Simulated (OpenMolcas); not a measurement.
**Levels of Tb IV by method**

```
Program             : OpenMolcas 26.06
Basis               : ANO-RCC-VQZP [9s8p6d4f3g2h]
Scalar Hamiltonian  : DKH2, point nucleus
Active space        : 8 electrons in 7 orbitals (4f)
State averaging     : 2S+1 = 7 even, 7 roots; 2S+1 = 5 even, 140 roots (105 in the spin-orbit step); 2S+1 = 3 even, 259 roots kept (CI in the orbitals of an earlier block, 141 in the spin-orbit step); 2S+1 = 1 even, 121 roots kept (CI in the orbitals of an earlier block, 47 in the spin-orbit step)
Spin-orbit coupling : RASSI with atomic mean-field integrals over the reference wave functions, term energies averaged over their components
```

Methods on the same reference wave functions:
A. CASSCF
B. SS-CASPT2, IPEA 0.25 Eh, imaginary shift 0.1 Eh (closed shells correlated: 5s 5p)
C. MS-CASPT2, IPEA 0.25 Eh, imaginary shift 0.1 Eh (closed shells correlated: 5s 5p)

Energies in cm⁻¹ above 4f⁸ ⁷F₆, the measured ground level; measured values from Martin, Zalubas and Hagan, Atomic Energy Levels: The Rare-Earth Elements, NSRDS-NBS 60 (1978).

```json
{"Level": "4f⁸ ⁷F₆", "A": "0.0", "B": "0.0", "C": "0.0", "Measured": "0.0"}
{"Level": "4f⁸ ⁷F₅", "A": "2088", "B": "2120", "C": "2120", "Measured": "2052"}
{"Level": "4f⁸ ⁷F₄", "A": "3445", "B": "3420", "C": "3420", "Measured": "3314"}
{"Level": "4f⁸ ⁷F₃", "A": "4475", "B": "4440", "C": "4440", "Measured": "4292"}
{"Level": "4f⁸ ⁷F₂", "A": "5210", "B": "5160", "C": "5160", "Measured": "4978"}
{"Level": "4f⁸ ⁷F₁", "A": "5694", "B": "5640", "C": "5640", "Measured": "5432"}
{"Level": "4f⁸ ⁷F₀", "A": "5934", "B": "5870", "C": "5870", "Measured": "5654"}
{"Level": "4f⁸ ⁵D₄(1)", "A": "23584", "B": "20220", "C": "20220", "Measured": ""}
{"Level": "4f⁸ ⁵D₃(1)", "A": "29511", "B": "26190", "C": "26190", "Measured": ""}
{"Level": "4f⁸ ⁵L₁₀", "A": "30360", "B": "29110", "C": "29110", "Measured": ""}
{"Level": "4f⁸ ⁵G₆(1) [72 %]", "A": "31406", "B": "28030", "C": "28030", "Measured": ""}
{"Level": "4f⁸ ⁵L₉", "A": "31821", "B": "30530", "C": "30530", "Measured": ""}
{"Level": "4f⁸ ⁵D₂(1)", "A": "32061", "B": "28520", "C": "28520", "Measured": ""}
{"Level": "4f⁸ ⁵G₅(1)", "A": "32534", "B": "29140", "C": "29140", "Measured": ""}
{"Level": "4f⁸ ⁵L₈", "A": "32635", "B": "31280", "C": "31280", "Measured": ""}
{"Level": "4f⁸ ⁵L₇", "A": "32954", "B": "31480", "C": "31480", "Measured": ""}
{"Level": "4f⁸ ⁵L₆", "A": "33124", "B": "31650", "C": "31650", "Measured": ""}
{"Level": "4f⁸ ⁵G₄(1)", "A": "33334", "B": "29910", "C": "29910", "Measured": ""}
{"Level": "4f⁸ ⁵G₃(1)", "A": "33813", "B": "30330", "C": "30330", "Measured": ""}
{"Level": "4f⁸ ⁵G₂(1)", "A": "34105", "B": "30570", "C": "30570", "Measured": ""}
{"Level": "4f⁸ ⁵D₁(1)", "A": "34424", "B": "30940", "C": "30940", "Measured": ""}
{"Level": "4f⁸ ⁵D₀(1)", "A": "35302", "B": "31760", "C": "31760", "Measured": ""}
{"Level": "4f⁸ ⁵H₇(1)", "A": "36689", "B": "33590", "C": "33590", "Measured": ""}
{"Level": "4f⁸ ⁵H₆(1) [70 %]", "A": "38713", "B": "35520", "C": "35520", "Measured": ""}
```

Deviations, from unrounded energies. A percentage is the sum of absolute deviations over the sum of measured energies, with the sign that they share, or ± where signs differ.

| Against measurement | Levels | A | B | C |
| --- | --- | --- | --- | --- |
| mean absolute deviation (cm-1) | 6 | 190 | 150 | 150 |
| fine structure of the ground term (%) | 6 | +4.4 | +3.6 | +3.6 |

B, C lie about equally close to measurement and A furthest from it. The largest miss of C in the table is 4f⁸ ⁷F₀, by +220 cm-1. The ranking rests on the paired levels alone, and a cruder setting can come out closer through cancelling errors.

Between B and C no level of the table moves by more than 5 cm-1.

The two smallest mean deviations differ by little beside CASPT2's spread within terms, so their order carries little weight.

From A to B the spin-free energies of the other terms of 4f⁸ shown, above ⁷F, scale by factors of 0.86 to 0.95, as is usual when dynamic correlation screens the repulsion within a d or f shell.

The lowest spin-free term lies below A's lowest term by 0.665 hartree in B, 0.665 hartree in C.

CASPT2 breaks the degeneracy within a term, and the mean is taken; among the terms shown or strongly mixed into the levels shown the widest spread is 160 cm-1 (4f⁸ ⁵I, B). High states are left out of the spin-orbit mixing, which shifts the levels that they would mix with. Without dynamic correlation excited terms often stand tens of per cent too high (terms of higher spin than the ground term too low), and those without a measured partner can miss by more than the paired ones (holds for A). Blocks of more than 70 roots (2S+1 = 5 even, 3 even) ran without multistate coupling (holds for C). Measured partners are found by configuration, term and J. A level has none where our copy of the source lacks it or the pairing is in doubt (some pairs that miss far off the trend of their configuration count as doubtful), and it then counts in no deviation. Only configurations of the active space appear. Levels that lie high or do not pair safely by name in every column are left out.

A share in square brackets marks a mixed level and gives the weight of the term that names it, the lowest over the columns. A number in round brackets counts repeated terms of one configuration in the order of the reference energies.
